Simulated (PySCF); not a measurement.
Input file for PySCF: R-BP86/LANL2DZ on ZnH+, 2S+1 = 1, a spin state set in the input, which need not be the lowest, a point of a bond scan (R = 1.424 Å). Charge +1.

```python
from pyscf import gto, scf, dft, mp
from pyscf.data.elements import chemcore

mol = gto.M(
    atom='''
    Zn    0.00000000    0.00000000    0.00000000
    H     0.00000000    0.00000000    1.42354200
    ''',
    basis='lanl2dz',
    ecp={'Zn': 'lanl2dz'},
    charge=1, spin=0, verbose=3, max_memory=1800)
mf = dft.RKS(mol, xc='b88,p86')
mf.conv_tol = 1e-8
mf.max_cycle = 100
mf.kernel()
if not mf.converged:
    mf = mf.newton().run(mf.mo_coeff, mf.mo_occ)
```

Task: Give the final energy of this run.

Result: -66.2258 hartree.
